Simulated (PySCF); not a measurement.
B3LYP has the VWN-RPA correlation part, as in Gaussian. Delta-SCF ions had no search for a lower state. Excitations are Tamm–Dancoff values on a coarser integration grid. The basis has no diffuse functions, so Rydberg states are missing or too high.

Cartesian coordinates (Å):
```xyz
16

Ga     0.2101     0.2192    -0.3077
C     -0.1534    -1.2903    -1.5510
H      0.0993    -0.9890    -2.5819
H     -1.2153    -1.5851    -1.5567
H      0.4539    -2.1807    -1.3215
C     -1.1230     1.6833    -0.1669
H     -2.1602     1.3158    -0.2213
H     -0.9874     2.3873    -1.0055
H     -1.0065     2.2623     0.7627
C      2.0782     0.5416     0.2818
H      2.6340    -0.3943     0.4517
H      2.1248     1.1466     1.2008
H      2.6203     1.0993    -0.5006
S     -0.5660    -1.0685     1.9511
H     -1.7089    -1.5750     1.4393
H      0.1210    -2.2059     1.7080
```
Charge 0, spin multiplicity 1.

**Question.** Estimate the LUMO, S1 excitation (TDA), HOMO, HOMO–LUMO gap, vertical ionisation energy (Delta-SCF), S1 oscillator strength, charge on the central atom (Mulliken) and total energy that B3LYP-D3(BJ)/def2-TZVP // PBE0-D3(BJ)/def2-SVP (PySCF) returns for this input.

**Answer.** 
| Quantity | Result |
|---|---|
| LUMO | -0.56 eV |
| S1 excitation (TDA) | 5.46 eV |
| HOMO | -6.84 eV |
| HOMO–LUMO gap | 6.28 eV |
| vertical ionisation energy (Delta-SCF) | 8.89 eV |
| S1 oscillator strength | 0.003 |
| charge on the central atom (Mulliken) | 0.36 e |
| total energy | -2444.1552 Ha |
